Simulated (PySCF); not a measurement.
# C₆ coefficients of unlike pairs at PBE0

Calculated with PySCF 2.14 from the dipole response of each species, C₆(A,B) = (3/π) ∫ α_A(iu) α_B(iu) du, in atomic units, from isotropic polarisabilities. For ions this is the dispersion term alone; charge-induced terms of lower order in 1/R come first.

```json
{"species": "Sb⁺", "configuration": "[Kr] 4d10 5s2 5p2 (3P)", "basis": "aug-cc-pVTZ-PP with ECP28MDF (6s5p4d2f)", "relativity": "core potential", "α (bohr³)": "25.15", "C₆ (like pair)": "201.0"}
{"species": "N²⁺", "configuration": "[He] 2s2 2p1 (2P)", "basis": "x2c-QZVPPall with one added diffuse shell each of s, p, d, f type (8s5p4d3f1g)", "relativity": "spin-free X2C", "α (bohr³)": "2.593", "C₆ (like pair)": "3.675"}
{"species": "Se³⁺", "configuration": "[Ar] 3d10 4s2 4p1 (2P)", "basis": "def2-QZVPPD (12s8p5d4f1g)", "relativity": "none", "α (bohr³)": "6.878", "C₆ (like pair)": "24.53"}
{"species": "Mg⁺", "configuration": "[Ne] 3s1 (2S)", "basis": "dyall-av3z (20s13p6d4f)", "relativity": "spin-free X2C", "α (bohr³)": "34.96", "C₆ (like pair)": "153.7"}
```

Q: Estimate C₆ for Mg⁺ with Sb⁺.

A: The integral gives 159.4. The combination rule 2 C_A C_B / (C_A α_B/α_A + C_B α_A/α_B) gives 158.4 and the geometric mean 175.8.

No spin-orbit coupling is included.

The other pairs:

| pair | C₆ |
| --- | --- |
| Se³⁺, Sb⁺ | 68.36 |
| N²⁺, Sb⁺ | 26.25 |
| Se³⁺, N²⁺ | 9.478 |
| Mg⁺, N²⁺ | 18.86 |
| Mg⁺, Se³⁺ | 49.65 |
